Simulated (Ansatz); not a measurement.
```yaml
crystal:
  periodic: [true, true, true]
  atoms:
    - {symbol: N, position_ang: [-0.889859, 0.806433, -1.014057]}
    - {symbol: C, position_ang: [0.300396, 0.706234, -0.578918]}
    - {symbol: Si, position_ang: [0.533441, -0.636969, 0.735215]}
    - {symbol: O, position_ang: [-0.954958, -1.292852, 0.915528]}
    - {symbol: H, position_ang: [-0.996371, 1.535429, -1.721391]}
    - {symbol: H, position_ang: [1.112831, 1.350315, -0.943121]}
    - {symbol: H, position_ang: [1.033324, -0.029812, 1.996825]}
    - {symbol: H, position_ang: [1.531093, -1.635285, 0.268134]}
    - {symbol: H, position_ang: [-1.581499, -0.849794, 0.324586]}
basis:
  gaussian: {orbitals: def2-mTZVP}
hamiltonian: {xc: {name: wB97X-V}}
```

```sh
$ ansatz run in.yaml --threads 2 --pin off --events-out ev --progress --plain --max-ram 4352MiB
```

**Question.** How does Ansatz answer? (An estimate is asked.)

**Answer.** Ansatz gave: The program refused the input.
```
Error: YAML parse error: error: line 2 column 3: crystal: missing field `lattice` (a structure is typed as `lattice` and `atoms`, a molecule's as `atoms` in Å alone, or read from a run's directory, `checkpoint`)
 --> <input>:2:3
1 | crystal:
2 |   periodic: [true, true, true]
3 |   atoms:
4 |     - {symbol: N, position_ang: [-0.889859, 0.806433, -1.014057]}
```
